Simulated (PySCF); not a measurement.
**NMR data sheet: C6H8O**

- Formula: C6H8O
- SMILES: C#CC(=C)OCC
- InChI: InChI=1S/C6H8O/c1-4-6(3)7-5-2/h1H,3,5H2,2H3
- Point group of the computed structure: Cs
- Degrees of unsaturation: 3
- Carbon signals: 6
- Proton signals: 5

Numbering as in the mapped SMILES `[CH:1]#[C:2][C:3](=[CH2:4])[O:5][CH2:6][CH3:7]`; H(Xn) means a hydrogen on atom n. Ha(C4) is cis to C2; Hb(C4) is trans to C2.

[PySCF: PBE0/pcSseg-1 with gauge-including orbitals; coordinates at the PBE0-D3(BJ)/def2-SVP level; J couplings at B3LYP/pcJ-1 (without the spin–dipole term); no relativistic terms; isolated molecule; averaged over atoms made equivalent by symmetry, fast rotation or ring inversion; one computed conformer]

Scale: ¹H (31.27 ppm) and ¹³C (184.41 ppm) vs TMS; ¹⁷O (334.56 ppm) against H2O (reference shieldings calculated alike).

```tsv
carbon	δC, type	δH (multiplicity, J in Hz)	HMBC from (abs. J ≥ 3 Hz)	span of the C tensor (ppm)
C1	82.6, CH	2.77 (s)	–	182
C2	83.0, C	–	Ha(C4), Hb(C4), H(C1)	299
C3	151.2, C	–	Ha(C4), H(C1)	177
C4	97.7, CH2	Hb(C4) 4.41 (d, 2.0); Ha(C4) 4.74 (d, 2.0)	–	176
C6	63.5, CH2	3.35 (q, 7.9)	H(C7)	60
C7	16.2, CH3	1.36 (t, 7.9)	–	29
```

Other nuclei:
```csv
atoms,nucleus,environment,δ (ppm),σ (ppm)
O5,¹⁷O,ether oxygen,150.1,184.5
```

Selected couplings (Hz, signed; the shortest-range and largest first, 30 at most; isotopes ¹³C, ¹H): ¹J(C1,H(C1)) 276.3, ¹J(C1,C2) 205.2, ¹J(C4,Ha(C4)) 177.5, ¹J(C4,Hb(C4)) 169.9, ¹J(C6,H(C6)) 145.8, ¹J(C7,H(C7)) 134.0, ¹J(C2,C3) 115.7, ¹J(C3,C4) 88.5, ¹J(C6,C7) 42.9, ²J(C1,C3) 16.5, ²J(C2,C4) 6.9, ²J(Hb(C4),Ha(C4)) -2.0, ²J(C3,C6) -1.1, ³J(H(C6),H(C7)) 7.9, ³J(C3,C7) 5.4, ³J(C4,C6) 5.4, ³J(C2,C6) 4.7, ³J(C1,C4) 2.8.

Carbon types of the structure: 2 × C, 1 × CH, 2 × CH2, 1 × CH3, which accounts for all hydrogens. δC 151.2: alkene carbon bearing oxygen; an sp2 carbon further deshielded by the attached heteroatom. δC 97.7: β carbon of an enol-ether or enamine type C=C; the O or N lone pair pushes π density onto this β carbon and shields it. δC 83.0: alkyne carbon; the triple bond shields along its axis, which puts it between sp3 and sp2 carbons. δC 82.6: terminal alkyne carbon; sp carbons lie upfield of alkene carbons because the cylindrical π system leaves one tensor component strongly shielded. δC 63.5: sp3 CH2 bonded to O; pulled downfield by the heteroatom. The protons at 3.35 and 1.36 share a coupling of 7.9 Hz (vicinal).

Splittings below 1 Hz are ignored in the labels, and close J values are merged. Unscaled 3J(H,H) at this level run about 10 % above measured values. Shifts are as computed. Against solution values, carbons near 30 ppm lie about +2 ppm off and those near 130 ppm about +5 ppm. Of 1211 compounds with measured shifts, 218 miss one by over three times the rms of a fit or turn the order of signals round; such compounds aren't used in these exercises. Experimental scales use liquid or dissolved standards, which lie at an offset from isolated H2O (liquid H2O: subtract about 36 ppm).
